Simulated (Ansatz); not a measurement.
A further run on Si(vinyl)3Br (C6H9BrSi).

```yaml
crystal:
  periodic: [false, false, false]
  atoms:
    - {symbol: Si, position_ang: [-0.040116, -0.067814, -0.028473]}
    - {symbol: C, position_ang: [-0.287810, 0.058830, 1.819232]}
    - {symbol: C, position_ang: [-0.979854, -0.794384, 2.588133]}
    - {symbol: H, position_ang: [0.187759, 0.923712, 2.309275]}
    - {symbol: H, position_ang: [-1.477049, -1.674950, 2.163952]}
    - {symbol: H, position_ang: [-1.077937, -0.649199, 3.670702]}
    - {symbol: C, position_ang: [1.782907, -0.205800, -0.414329]}
    - {symbol: C, position_ang: [2.387323, -1.226626, -1.039398]}
    - {symbol: H, position_ang: [2.407838, 0.642031, -0.090362]}
    - {symbol: H, position_ang: [1.823863, -2.100565, -1.387628]}
    - {symbol: H, position_ang: [3.467473, -1.231643, -1.228835]}
    - {symbol: C, position_ang: [-0.750859, 1.442742, -0.867776]}
    - {symbol: C, position_ang: [-1.731755, 1.455735, -1.781990]}
    - {symbol: H, position_ang: [-0.309589, 2.408377, -0.572549]}
    - {symbol: H, position_ang: [-2.213255, 0.530285, -2.119980]}
    - {symbol: H, position_ang: [-2.093244, 2.389105, -2.230101]}
    - {symbol: Br, position_ang: [-1.095694, -1.899817, -0.789883]}
basis:
  gaussian: {orbitals: STO-3G, final_grid: {core_spheres: 20, valence_spheres: 16, degree: 47}, nuclear_model: gaussian, point_charges: [{charge: 0.50, position_ang: [6.467, -0.118, 0.498]}]}
magnetization: {spin_polarized: true, initial_magnetization: 2}
hamiltonian: {xc: {name: B2PLYP}}
scf: {omitted_lower_state_checks: [starts]}
output: {forces: true}
```

```sh
$ ansatz run in.yaml --threads 2 --pin off --events-out ev --progress --plain --max-ram 22528MiB --backend cpu
```

Shortened log:

```
Functional definition: B2PLYP
820 factors; integrals over basis functions are off by at most 4.0e-5 eV
mean field evaluation 1: about -83317.0117 eV, gradient 2.2e1 eV
mean field evaluation 2: about -83317.0490 eV, gradient 2.2e1 eV
mean field evaluation 4: about -83321.7704 eV, gradient 1.1e1 eV
mean field evaluation 8: about -83325.5929 eV, gradient 1.5e0 eV
mean field evaluation 16: about -83325.6086 eV, gradient 2.2e-2 eV
mean field evaluation 32: about -83325.6087 eV, gradient 5.9e-6 eV
mean field -83325.60872152 eV, -3062.1596403896 hartree, gradient 5.9e-6 eV, S^2 2.012279; 0 other end points of the search recorded, 0 dependent functions left out
20 core orbitals not correlated: weight in the atoms' cores, before any rotation towards them, 0.999 or more for the frozen orbitals, at most 0.000 for the correlated occupied ones
reference -83325.60890257 eV, -3062.1596470434 hartree; 28, 26 occupied and 18, 20 virtual orbitals, 820 factors
second order -12.19545757 eV of doubles, -0.00000000 eV of singles
Total energy: -83328.90167612 eV, -3062.2806542392 hartree
Atom 0 at    -0.040116    -0.067814    -0.028473 Å, force    -0.735248    -0.128587    -0.462792 eV/Å
Atom 1 at    -0.287810     0.058830     1.819232 Å, force     0.222728     0.138154     0.212094 eV/Å
Atom 2 at    -0.979854    -0.794384     2.588133 Å, force     0.127228     0.138027    -0.207443 eV/Å
Atom 3 at     0.187759     0.923712     2.309275 Å, force    -0.071977    -0.082330    -0.023222 eV/Å
Atom 4 at    -1.477049    -1.674950     2.163952 Å, force    -0.056487    -0.085221     0.026104 eV/Å
Atom 5 at    -1.077937    -0.649199     3.670702 Å, force    -0.061486    -0.048296     0.034212 eV/Å
Atom 6 at     1.782907    -0.205800    -0.414329 Å, force     0.283659     0.102203     0.121302 eV/Å
Atom 7 at     2.387323    -1.226626    -1.039398 Å, force    -0.158825     0.201372     0.147899 eV/Å
Atom 8 at     2.407838     0.642031    -0.090362 Å, force    -0.037505    -0.067135    -0.047292 eV/Å
Atom 9 at     1.823863    -2.100565    -1.387628 Å, force     0.036331    -0.082015    -0.047107 eV/Å
Atom 10 at     3.467473    -1.231643    -1.228835 Å, force     0.005886    -0.094684    -0.085678 eV/Å
Atom 11 at    -0.750859     1.442742    -0.867776 Å, force     9.901470    -0.219535     9.194313 eV/Å
Atom 12 at    -1.731755     1.455735    -1.781990 Å, force    -9.643982     0.144135    -8.995225 eV/Å
Atom 13 at    -0.309589     2.408377    -0.572549 Å, force    -0.064309    -0.246197    -0.017484 eV/Å
Atom 14 at    -2.213255     0.530285    -2.119980 Å, force    -0.008930     0.176978    -0.017196 eV/Å
Atom 15 at    -2.093244     2.389105    -2.230101 Å, force    -0.010694    -0.217601     0.007767 eV/Å
Atom 16 at    -1.095694    -1.899817    -0.789883 Å, force     0.270524     0.378594     0.157768 eV/Å
Dipole moment:     0.099348     0.364796     0.148595 e Å
Checks for a lower state left out: starts
```

It took 22 s on 2 threads of AMD EPYC 7R13 on a shared host.

Correlated methods freeze 20 core orbitals; core or outer-core shells of Br are correlated, in sets that lack core-valence functions.
